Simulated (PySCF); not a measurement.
# Predicted spectroscopic data

Computational details: geometry: GFN2-xTB, shieldings: GIAO PBE0/pcSseg-1, in PySCF (no solvent model, one averaged value for each set of equivalent atoms, relativity neglected, one computed conformer).

References, each an isolated molecule treated in the same way: ¹H, ¹³C against TMS. Splittings of carbon signals by F and P are missing where no couplings were computed. Where no couplings were computed, multiplicities follow the n + 1 count of equivalent neighbours, and m marks all less simple cases (inequivalent or close neighbours, rings, F or P nearby). Shifts are as computed. Against solution values, carbons near 30 ppm lie about +3 ppm off and those near 130 ppm about +5 ppm; carbons on Cl a further +6 ppm. Of 1309 compounds with measured shifts, 239 miss one by over three times the rms of a fit or turn the order of signals round; such compounds aren't used in these exercises. Carbons bonded to Cl come out too deshielded.

**1.** SMILES FC(F)(F)[SiH2]C(Cl)(Cl)Cl, C$_{2}$H$_{2}$Cl$_{3}$F$_{3}$Si. ¹H NMR (400 MHz, computed): δ 4.59 (m, 2H). ¹³C{¹H} NMR (computed): δ 136.0 (C), 108.7 (C).

**2.** SMILES CN(C)[SiH2]CC(F)=C(F)F, C$_{5}$H$_{10}$F$_{3}$NSi. ¹H NMR (400 MHz, computed): δ 4.82 (t, 2H), 2.59 (s, 6H), 1.88 (m, 2H). ¹³C{¹H} NMR (computed): δ 167.2 (C), 137.1 (C), 41.1 (CH3), 15.5 (CH2).
